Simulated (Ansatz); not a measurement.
`Cl[SiH2]Br` → HBr + `[SiH]Cl` at 400 K and 1 bar (silylene formation by 1,1-elimination).

Calculated with Ansatz (gas phase, PBE0-D4/def2-TZVP geometries, no zero-point term in ΔE). CCSD(T)/CBS adds triple-zeta CCSD(T) − MP2 to the extrapolated MP2 energy (def2 sets, frozen cores). This one scheme is used for every species. For Br outer-core shells are correlated without core-valence functions, which leaves a few kJ/mol of doubt a bond. Scalar relativity is left out up to krypton.

| species | CCSD(T)/CBS energy (Eh) | H − E (kJ/mol) | S (J/(mol·K)) |
| --- | --- | --- | --- |
| `Cl[SiH2]Br` | -3323.46904 | 73.3 | 324.7 |
| HBr | -2573.91920 | 27.6 | 207.2 |
| `[SiH]Cl` | -749.43948 | 35.1 | 263.9 |

H − E and S are ideal-gas, rigid-rotor, harmonic terms from PBE0-D4/def2-TZVP. 1 Eh = 2625.50 kJ/mol, R = 8.31446 J/(mol·K).

Q: By hand: ΔE, ΔH, ΔS and ΔG.

A: ΔE = (-2573.91920) + (-749.43948) − (-3323.46904) = 0.11036 Eh = 289.8 kJ/mol. Δ(H − E) = 27.6 + 35.1 − 73.3 = -10.6, so ΔH = 279.2 kJ/mol. ΔS = 207.2 + 263.9 − 324.7 = 146.4 J/(mol·K). ΔG = 279.2 − 400 × (146.4)/1000 = 220.6 kJ/mol.

Q: By hand: the equilibrium constant, and the temperature at which ΔG would vanish if ΔH and ΔS stayed fixed.

A: log₁₀ K = −ΔG/(RT ln 10) = -28.8. ΔG = 0 at ΔH/ΔS = 1907 K.

The number of gas molecules changes by +1, which sets the sign of ΔS. A doubt of 5 kJ/mol in ΔE shifts log₁₀ K by 0.7 here. These are equilibria of isolated gas molecules and say nothing of rates. Largest T1 diagnostic: 0.013 (customary marks: 0.02 for closed shells, 0.045 for open ones).
